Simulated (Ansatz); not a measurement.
WO₂. Charge 0, multiplicity 3. Geometry PBE-D4/def2-TZVP; atoms count from 1.

Cartesian coordinates in Å:
```
W 0.2194 0.1241 0.5902
O 1.0237 -0.8942 -0.5414
O -1.2430 0.7701 -0.0487
```

In the def2 sets W takes a core potential; there is no spin–orbit coupling. At PBE0-D4/def2-TZVP a broken-symmetry singlet of charge 0 lies 0.11 eV below the triplet, each at its own geometry. The structure comes from a short search, and lower isomers may exist.

Problem. Estimate the Mulliken populations from the PBE0/def2-TZVP orbitals of Ansatz.

Solution. 
| atom | charge (e) | spin (α − β) | d electrons |
| --- | --- | --- | --- |
| W1 | 0.95 | 2.15 | 3.87 |
| O2 | -0.48 | -0.07 | – |
| O3 | -0.48 | -0.07 | – |
Mulliken values depend strongly on the basis.

Problem. Where does the spin sit?

Solution. Summed by element: W 2.15, O -0.15, of 2 unpaired in all. Largest on single atoms: W1 2.15, O2 -0.07, O3 -0.07.

Problem. And the Mayer bond orders between heavy atoms (over 0.3)?

Solution. W1–O2 2.12 (1.72 Å); W1–O3 2.12 (1.72 Å).
